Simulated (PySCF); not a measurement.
Gas-phase reaction: 2 SiF4.NH3 + SiF4 + SiO2 ⇌ 2 SiF3NH2 + 2 SiF3OH

Energies from PySCF (xtb for GFN2), thermal terms from the rigid-rotor harmonic-oscillator model, ideal gas at 1 bar. † marks an energy on the PBE0/def2-TZVP geometry and frequencies; other levels use their own. MP2 freezes the core. 6-31G* has spherical d functions here. All species are closed-shell singlets. B3LYP is the form with VWN-RPA correlation. Adducts (SiF4.NH3) have no counterpoise correction, and HF, PBE, BLYP, B3LYP and PBE0 lack dispersion. SiF4.NH3, SiF3NH2, SiF3OH: computed as isolated molecules; such fragments, hydroxides, amides, oligomers or adducts are transient or little studied in the gas. MP2 isn't extrapolated to the basis-set limit; its ΔH°(298 K) is -383.7 kJ in def2-SVP and -448.2 kJ in def2-TZVPP. The harmonic model lacks anharmonicity and excited electronic states, which grow with temperature; levels with a mode under 35 cm⁻¹ are left out. Internal rotation in SiF4.NH3, SiF3NH2, SiF3OH is treated as a harmonic vibration of one conformer, which makes the entropy rough.

| level | ΔE electronic, kJ | ΔH°(298 K), kJ | ΔS°(298 K), J/K | ΔG°(1600 K), kJ |
|---|---|---|---|---|
| B3LYP/6-31G* | -390 | -405 | 93 | -565 |
| B3LYP/def2-TZVP† | -444 | -457 | 91 | -614 |
| BLYP/def2-TZVP† | -396 | -408 | 91 | -565 |
| GFN2-xTB | -155 | -167 | 69 | -287 |
| HF/def2-TZVP† | -570 | -582 | 91 | -739 |
| MP2/def2-TZVPP† | -436 | -448 | 91 | -605 |
| PBE0/def2-QZVP† | -465 | -478 | 91 | -635 |
| PBE0/def2-SVP† | -408 | -421 | 91 | -578 |
| PBE0/def2-TZVP | -455 | -467 | 91 | -624 |
ΔH° is lowest at HF/def2-TZVP† and highest at GFN2-xTB. No reference value is set beside these.
